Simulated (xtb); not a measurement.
Species: C2H10GeSi, SMILES `C[SiH2][GeH2][CH3]` (charge 0, multiplicity 1).

Q: Give a relaxed geometry from GFN2-xTB (xtb).

A: This is not unique; one that fits is the end point of this relaxation, one of several conformers (outside a Z-matrix the atoms follow the SMILES, hydrogens last).
Cartesian coordinates (Å) in one orientation:
```xyz
14

C      1.920     0.754     0.473
Si     1.244    -0.935    -0.063
Ge    -1.003    -0.755    -0.715
C     -1.815    -2.465    -1.271
H      1.849     1.476    -0.337
H      2.962     0.689     0.770
H      1.358     1.149     1.315
H      2.056    -1.451    -1.174
H      1.378    -1.884     1.050
H     -1.239     0.215    -1.854
H     -1.912    -0.184     0.353
H     -1.273    -2.890    -2.113
H     -1.783    -3.187    -0.459
H     -2.852    -2.338    -1.568
```
